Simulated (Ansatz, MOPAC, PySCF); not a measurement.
Noncovalent pair: H2O (SMILES O) (first 3 atoms) with CH3Cl (SMILES CCl); geometry from B3LYP-D3(BJ)/def2-TZVP, rigid monomers moved along the line of their centres of mass till H2···Cl5 is 2.86 Å.
(charge 0, multiplicity 1):
```xyz
8

O      0.1454     0.2579     0.1124
H     -0.4369     0.4220     0.8662
H     -0.4169    -0.1374    -0.5612
C      0.7681    -0.9906     3.5171
Cl    -0.8521    -0.2057     3.6274
H      1.0768    -0.9587     2.4770
H      1.4513    -0.4308     4.1476
H      0.6661    -2.0122     3.8693
```

Interaction energies are E(AB) − E(A) − E(B) at the monomers' geometry in the complex; basis-set methods are counterpoise corrected. Rows marked so take none.

Frozen-core correlation. Rows in 6-311+G**, 6-31G* carry no dispersion term and start afresh at each structure (6-31G* with six Cartesian d functions). MP2/6-31G* freezes PySCF's default core. The state that PM6 reach isn't checked.

Codes used: Ansatz (Gaussian basis) for Hartree–Fock, density functionals and correlated methods; MOPAC for PM6 (differences of heats of formation); PySCF for 6-311+G** rows, 6-31G* rows, the dispersion terms. Each number belongs to the level named beside it.

| level | interaction energy (kcal/mol) |
|---|---|
| PM6 | -2.18 |
| B3LYP/6-311+G** (no counterpoise) | -2.52 |
| B3LYP-D3(BJ)/def2-TZVPPD | -3.15 |
| B3LYP-D4/def2-TZVPPD | -3.02 |
| PBE0/def2-TZVPPD | -2.63 |
| PBE0-D4/def2-TZVPPD | -3.17 |
| MP2/6-31G* (no counterpoise) | … |
| MP2/aug-cc-pV(D+d)Z | … |
| CCSD/aug-cc-pV(D+d)Z | -2.64 |

What belongs in the gaps?


- MP2/6-31G* (no counterpoise), interaction energy (kcal/mol): -3.89
- MP2/aug-cc-pV(D+d)Z, interaction energy (kcal/mol): -2.82

Ansatz is a program for electronic structure.
